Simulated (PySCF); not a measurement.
B3LYP has the VWN-RPA correlation part, as in Gaussian. Delta-SCF ions had no search for a lower state. Excitations are Tamm–Dancoff values on a coarser integration grid. The basis has no diffuse functions, so Rydberg states are missing or too high.

**C₁₀H₉ClSi, SMILES `[SiH3]c1ccc2cc(Cl)ccc2c1` (charge 0, multiplicity 1)**

Method: PySCF with B3LYP-D3(BJ)/def2-TZVP // PBE0-D4/def2-SVP.

The HOMO is -6.40 eV, the dipole moment is 0.149 e·Å and the HOMO–LUMO gap comes out as 4.64 eV. The LUMO is -1.77 eV. The S1 excitation (TDA) is 4.25 eV and the S1 oscillator strength is 0.003. The brightest of the four lowest singlets (TDA) is 5.76 eV and the T1 excitation (TDA) is 2.97 eV. The S1–T1 gap (TDA) is 1.28 eV, the vertical ionisation energy (Delta-SCF) is 8.05 eV and the total energy comes out as -30923.81 eV. The cost is roughly 40 core-minutes.

```xyz
21

Si     3.6519    -0.2529    -0.4696
C      1.8488    -0.0442     0.0092
C      1.4895     0.4059     1.3116
C      0.1751     0.5632     1.6764
C     -0.8711     0.2798     0.7604
C     -2.2355     0.4327     1.1083
C     -3.2143     0.1456     0.1863
Cl    -4.8832     0.3311     0.6079
C     -2.8912    -0.3034    -1.1152
C     -1.5727    -0.4566    -1.4677
C     -0.5299    -0.1725    -0.5496
C      0.8378    -0.3232    -0.8915
H      4.3267    -1.2450     0.4241
H      4.3878     1.0436    -0.3441
H      3.7301    -0.7295    -1.8833
H      2.2728     0.6331     2.0409
H     -0.0823     0.9100     2.6805
H     -2.5078     0.7780     2.1073
H     -3.6956    -0.5212    -1.8193
H     -1.3140    -0.8032    -2.4715
H      1.0771    -0.6713    -1.9011
```
Charge 0, spin multiplicity 1.
